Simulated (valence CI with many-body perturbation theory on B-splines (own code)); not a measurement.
# Pb: what the settings do

Computed by configuration interaction combined with many-body perturbation theory (CI+MBPT): four valence electrons over a frozen Dirac-Fock core [Xe] 4f14 5d10, radial functions for each j: 6 s, 6 p, 5 d, 3 f, 1 g, with the one-electron correlation potential Σ1, the two-electron term Σ2, the three-electron term Σ3, Breit, model QED; selected CI, second order for the rest, scaled by the run's own slope (own B-spline code, finite nucleus).

Set against measurement, 17 paired levels are off by 249 cm⁻¹ on average, the worst by 895. These come from a selection out of the NIST Handbook of Basic Atomic Spectroscopic Data. Levels without a partner in it may be off by more.

The reference run has the lowest level (6s^2 6p1/2^2) J=0 and an ionisation energy of 7.36821 eV. Its largest variational space holds 10000 state functions.

Levels are named by their leading jj configuration (3d3/2^4 stands for four electrons in 3d with j = 3/2), which in mixed levels can hold well under half, so a name can repeat and another be missing.

Changed runs:
A. scale of Σ1 1 → 0; scale of Σ2 1 → 0; three-electron term on → off
B. lowest core n in screening and Σ2 4 → 3; QED terms on → off
C. screening of Σ1 on → off
D. scale of Σ2 1 → -1 (bad on purpose)

Excitation energies of the reference run in cm⁻¹, and shifts in cm⁻¹:

```csv
Level,Reference,A,B,C,D
(6s^2 6p1/2 6p3/2) J=1,8050,-1599,-17,+394,+8.0
(6s^2 6p1/2 6p3/2) J=2,10836,-1682,-19,+448,+285
(6s^2 6p3/2^2) J=2,21818,-3360,-36,+903,+313
(6s^2 6p3/2^2) J=0,29636,-3293,-38,+1010,+1033
(6s^2 6p1/2 7s) J=0,34840,-2848,-67,+935,+4548
(6s^2 6p1/2 7s) J=1,35176,-2839,-66,+936,+4558
(6s^2 6p1/2 7p1/2) J=1,42610,-2930,-44,+1016,+4624
(6s^2 6p1/2 7p1/2) J=0,44154,-2921,-43,+1008,+4530
(6s^2 6p1/2 7p3/2) J=1,44380,-3003,-45,+1031,+4536
(6s^2 6p1/2 7p3/2) J=2,44523,-3003,-45,+1032,+4545
(6s^2 6p1/2 6d3/2) J=2,45241,-3635,-42,+1152,+3824
(6s^2 6p1/2 6d5/2) J=2,45820,-3629,-40,+1146,+3622
Ionisation energy (eV),7.36821,-0.39501,-0.00588,+0.13807,+0.60858
```
